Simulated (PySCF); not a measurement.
HNP, SMILES [NH+]#P, charge +1. The structure is a stationary point at ωB97X-D3(BJ)/def2-TZVPD. The isomer is the one that the SMILES or the coordinates give; other isomers of the formula were not compared.

TDA-M06-2X/def2-TZVPD (PySCF) puts the lowest singlet excitations at 5.22, 6.11, 6.11, 8.54, 8.54, 10.43 eV.

Task: What are the lowest excitation roots from ADC(3)/aug-cc-pVDZ (PySCF)? (An estimate is asked for; the answer gives what the named calculation found.)

Result: 5.83, 5.97, 5.97, 8.24, 8.24, 9.35 eV. S1 differs by 0.60 eV (second minus first; roots are paired by order, and the bases may differ).
